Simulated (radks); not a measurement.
The numbers below are computed, except where a source is named.
Species: Pr+. Configuration: [Xe] 5d2 6s1 6p1 (not the ground configuration).

Level of theory: non-relativistic Kohn-Sham, r2SCAN, spin-polarised, spherical densities, point nucleus; open shells are filled with parallel spins first (spin-orbit coupling, left out, can overturn this in heavy ions); meta-GGA in the generalised Kohn-Sham scheme; relativity is left out, which matters for an element this heavy (a radial shooting solver on a logarithmic mesh with Libxc functionals).

Energy parts (hartree):
part                       energy
total                  -8922.7272
kinetic                 8919.9215
electron-nucleus      -21072.5302
Hartree                 3437.3381
exchange-correlation    -207.4566

Orbitals (lengths in bohr, moments of r in powers of bohr; r(max) is where P^2 peaks):
| orbital | occ. | eigenvalue (hartree) | r(max) |
|---|---|---|---|
| 1s up | 1 | -1462.217 | 0.01706 |
| 1s down | 1 | -1462.216 | 0.01706 |
| 2s up | 1 | -229.9862 | 0.09372 |
| 2s down | 1 | -229.9798 | 0.09372 |
| 2p up | 3 | -217.6493 | 0.07314 |
| 2p down | 3 | -217.6443 | 0.07314 |
| 3s up | 1 | -50.90340 | 0.2632 |
| 3s down | 1 | -50.90139 | 0.2632 |
| 3p up | 3 | -45.54314 | 0.2503 |
| 3p down | 3 | -45.54046 | 0.2503 |
| 3d up | 5 | -35.59031 | 0.2020 |
| 3d down | 5 | -35.58549 | 0.2020 |
| 4s up | 1 | -11.13524 | 0.6048 |
| 4s down | 1 | -11.12787 | 0.6050 |
| 4p up | 3 | -9.08361 | 0.6136 |
| 4p down | 3 | -9.07606 | 0.6138 |
| 4d up | 5 | -5.47881 | 0.6283 |
| 4d down | 5 | -5.46984 | 0.6286 |
| 5s up | 1 | -2.05543 | 1.366 |
| 5s down | 1 | -2.00721 | 1.360 |
| 5p up | 3 | -1.45538 | 1.471 |
| 5p down | 3 | -1.39875 | 1.463 |
| 5d up | 2 | -0.56010 | 1.820 |
| 5d down | 0 | -0.47020 | 1.784 |
| 6s up | 1 | -0.41246 | 3.325 |
| 6p up | 1 | -0.28106 | 3.830 |

The highest occupied level is 6p up at -7.648 eV. The configuration is held as typed, so some empty levels lie below it. The electron density at the nucleus is 1.457e+05 e/bohr^3. The density falls to 0.001 e/bohr^3 at r = 5.19 bohr. Spin moment in Bohr magnetons: 4.
